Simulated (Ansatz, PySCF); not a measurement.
Process, species as SMILES: Oc1ccco1 [furan-2-ol] + 8 [H][H] (H2) → 4 C (CH4) + 2 O (H2O)
Each molecule is optimised on its own at B3LYP-D3(BJ)/def2-TZVP (Ansatz, an electronic-structure program), one conformer each, not searched for the lowest.

Wanted: energy of full hydrogenation (0 K, with B3LYP-D3(BJ) harmonic zero-point energies from PySCF), in kcal/mol. Correlated levels leave the core frozen unless marked. Spin-orbit coupling is left out. Non-relativistic. CBS(X,Y): correlation extrapolated as X^-3; Hartree-Fock from the larger set.

| level | program | energy of full hydrogenation (kcal/mol) |
|---|---|---|
| revPBE-D3(BJ)/def2-TZVPD | Ansatz + dftd3 | (withheld) |
| PBE0-D4/def2-TZVP | Ansatz + dftd4 | -130.6 |
| PBE0/def2-TZVP | Ansatz | -133.0 |
| LC-wPBE-D3(BJ)/def2-TZVPD | Ansatz + dftd3 | -137.9 |
| CCSD/6-31G* | Ansatz | (withheld) |
| CCSD/aug-cc-pVDZ | Ansatz | -146.6 |
| CCSD/cc-pVDZ | Ansatz | -131.7 |
| CCSD/cc-pVTZ | Ansatz | -138.0 |
| CCSD(T)/CBS(cc-pVTZ,cc-pVQZ) | Ansatz | -132.2 |

Question: Complete the blanks.

Answer: 
- revPBE-D3(BJ)/def2-TZVPD, energy of full hydrogenation (kcal/mol): -116.9
- CCSD/6-31G*, energy of full hydrogenation (kcal/mol): -111.0
